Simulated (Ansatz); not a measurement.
CH9BOSi2 (`CB[SiH](O)[SiH3]`), relaxed with RKS PBE-D4/def2-SVP in Ansatz from a rough embedded geometry. The force threshold is 0.03 eV/Å; the program also tests the step.

Charge 0, multiplicity 1.

Start:

```xyz
14

C    -0.388   -1.954   -0.033
B     0.682   -1.123   -0.727
Si    0.871    0.771   -0.359
O     0.747    1.711   -1.794
Si   -0.578    1.478    1.165
H    -0.273   -1.935    1.121
H    -1.412   -1.529   -0.220
H    -0.372   -2.993   -0.321
H     1.420   -1.678   -1.488
H     2.279    0.989    0.156
H    -0.253    1.479   -2.065
H    -1.908    1.228    0.679
H    -0.427    2.885    1.460
H    -0.388    0.671    2.427
```

(1) How much energy does the relaxation release, and in how many steps? (Best estimate.)

(2) Which bonds change most? (An estimate is asked.)

(3) Give the relaxed structure. (Best estimate.)

Results:

(1) Computed: 0.77 eV, in 27 steps, 2 of them rejected.

(2) Computed: Si3–Si5 from 2.218 to 2.384 Å; O4–H11 from 1.062 to 0.974 Å; Si5–H12 from 1.439 to 1.509 Å; B2–Si3 from 1.938 to 2.005 Å.

(3) The calculation gave: 
```xyz
14

C    -0.037   -2.229    0.179
B     0.040   -1.041   -0.834
Si    0.869    0.720   -0.352
O     1.275    1.775   -1.619
Si   -0.784    1.676    1.074
H     0.330   -2.039    1.206
H    -1.052   -2.683    0.220
H     0.603   -3.033   -0.264
H    -0.498   -1.176   -1.925
H     2.117    0.599    0.482
H     0.624    1.770   -2.343
H    -2.099    1.827    0.348
H    -0.365    3.041    1.556
H    -1.022    0.793    2.274
```
